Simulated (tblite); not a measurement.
Start geometry of `[SiH2]([CH][Si@H](F)C(F)F)C#C` [radical] from a force field or distance geometry (Å):
```
atom  x, y, z in Å
C1     3.976   -1.056   -0.723
C2     2.793   -0.775   -0.752
Si3    0.986   -0.354   -0.762
C4     0.402    0.158    0.855
Si5   -1.216    0.942    0.980
F6    -1.608    0.936    2.532
C7    -2.597    0.202    0.000
F8    -2.640   -1.144    0.196
F9    -2.386    0.379   -1.330
H10    5.001   -1.299   -0.701
H11    0.739    0.753   -1.726
H12    0.190   -1.527   -1.212
H13    0.971   -0.053    1.764
H14   -1.036    2.373    0.602
H15   -3.579    0.625    0.258
```

Problem. What comes out of this run: GFN2-xTB geometry optimisation, gas phase (tblite 0.8.0)?

Solution. 
```
atom  x, y, z in Å
C1     3.9659   -1.0730   -0.6137
C2     2.7946   -0.8307   -0.7351
Si3    0.9885   -0.4695   -0.9288
C4     0.4049    0.1856    0.7329
Si5   -1.1630    1.0903    1.0556
F6    -1.6457    0.9446    2.5914
C7    -2.5909    0.2431    0.0499
F8    -2.4159   -1.1038   -0.0617
F9    -2.6070    0.7152   -1.2306
H10    4.9910   -1.2862   -0.5047
H11    0.7986    0.5591   -1.9585
H12    0.2932   -1.7210   -1.2515
H13    1.0363   -0.0107    1.5893
H14   -1.2567    2.5165    0.7837
H15   -3.5984    0.3994    0.4599
```

The energy falls by 35.9 kJ/mol over 102 L-BFGS steps, the largest force on an atom goes from 2.58 to 0.006 eV/Å, and the atoms move by 0.233 Å rms after alignment. The bond that changes most is Si5–C7 (ends: silicon bonded to 2 C, F and H; carbon bonded to 2 F, Si and H), which lengthens by 0.093 Å. Bonds longer at the end by more than 0.005 Å: 5 of 14; shorter: 5. Among the angles that change most is C4–Si5–H14, from 106.9° to 120.3°. Among the dihedrals that turn most is C4–Si5–C7–F9, from -68° to -84°. Rotational constants go from 1867, 596.1, 502.7 to 1774, 585.4, 490.7 MHz. The orientation of the end geometry is arbitrary; only internal coordinates are fixed.

On one thread of an Arm Neoverse V2, shared host, this took 0.69 s.

Its lowest GFN2-xTB frequency is 15 cm⁻¹, too small to tell a flat minimum from a shallow saddle. 3 starts were optimised and ended at 0.00, 0.14 and 0.24 kcal/mol (GFN2-xTB); the lowest of these is shown.

One conformer stands for the species.

The numbers are calculated, not measured.
